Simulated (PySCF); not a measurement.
Harmonic spectrum computed at PBE0 in the def2-TZVP basis family (core potentials from Rb on, PySCF, no spin–orbit coupling):

| ω (cm⁻¹) | IR (km/mol, summed over degenerate members) | degeneracy |
| --- | --- | --- |
| 151 | 21.0 | 2 |
| 184 | 33.6 | 1 |
| 613 | 29.2 | 1 |
| 626 | 200 | 2 |

Question: Which molecule gave it? In each, all ligands are bound to the one heavy central atom.
A. InF₃ (singlet)
B. GeF₃ (doublet)
C. AsF₃ (singlet)
D. SnF₃ (doublet)

Answer: D. It has C3v symmetry with Sn–F 1.908 Å (×3).
